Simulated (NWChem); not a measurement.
System: C4H3N2, doublet; SMILES [c]1ccncn1

The following NWChem deck was run.

```
start job
memory heap 200 mb stack 900 mb global 1100 mb
geometry units angstroms noautoz
  C      1.348684     0.179850     0.000000
  C      0.522245     1.294932     0.000000
  C     -0.837705     0.976664     0.000000
  N     -1.289521    -0.277932     0.000000
  C     -0.386786    -1.243975     0.000000
  N      0.938239    -1.037326     0.000000
  H      0.880739     2.325549     0.000000
  H     -1.592898     1.772690     0.000000
  H     -0.740574    -2.280885     0.000000
end
basis spherical
  * library 6-31g*
end
dft
  odft
  mult 2
  xc xwpbe 0.80 cpbe96 1.0 hfexch 1.00
  cam 0.2 cam_alpha 0.2 cam_beta 0.8
  iterations 150
  mulliken
end
task dft energy
```

In the optimisation the excess spin sits in a' (Cs, its own frame). Coordinates come from a PBE0/def2-SVP, spin-unrestricted optimisation. Not confirmed as a minimum by frequencies. No stability test was run on the SCF state.

### Question
Predict the main results of this run. (LRC-wPBEh/6-31G* (spherical d), spin-unrestricted.) Quantities: energy (Ha); highest occupied level (eV); lowest empty minus highest occupied level, either spin (eV); dipole (D); <S²>.

### Answer
* **energy (Ha)**: -263.37
* **highest occupied level (eV)**: -8.23
* **lowest empty minus highest occupied level, either spin (eV)**: 8.16
* **dipole (D)**: 1.71
* **<S²>**: 0.756
